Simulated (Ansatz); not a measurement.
`C=C(S)[SiH2]Cl` and `C=C(S)Cl` differ in one atom or group.

Ansatz, PBE0-D4/def2-TZVP geometries, multiplicity 1. Each molecule was computed in one conformer, which needn't be the lowest.

```tsv
property	`C=C(S)[SiH2]Cl`
HOMO energy (ωB97M-V/def2-TZVPP) / eV	-8.98
LUMO energy (PBE/def2-TZVPP) / eV	-1.84
HOMO–LUMO gap (B3LYP/def2-TZVPP) / eV	5.54
LUMO energy (ωB97M-V/def2-TZVPP) / eV	1.13
size of the dipole moment (PBE/def2-TZVPP) / D	2.11
HOMO energy (PBE/def2-TZVPP) / eV	-5.78
```

(1) Give the same properties after the change, and the shifts. (Best estimate.)

Answers

(1) The calculation gave: 
| property | `C=C(S)Cl` | shift |
| --- | --- | --- |
| HOMO energy (ωB97M-V/def2-TZVPP) / eV | -9.14 | -0.16 |
| LUMO energy (PBE/def2-TZVPP) / eV | -1.56 | 0.28 |
| HOMO–LUMO gap (B3LYP/def2-TZVPP) / eV | 5.97 | 0.43 |
| LUMO energy (ωB97M-V/def2-TZVPP) / eV | 1.52 | 0.39 |
| size of the dipole moment (PBE/def2-TZVPP) / D | 0.60 | -1.51 |
| HOMO energy (PBE/def2-TZVPP) / eV | -5.88 | -0.10 |

With PBE0 the HOMO falls by 0.15 eV and the LUMO rises by 0.33 eV, so the gap widens by about 0.48 eV. PBE moves the HOMO by -0.10 eV and ωB97M-V by -0.16 eV. Dipoles are sizes alone; their direction can turn.

B3LYP here is the variant with VWN-RPA as its local correlation; programs differ in this.
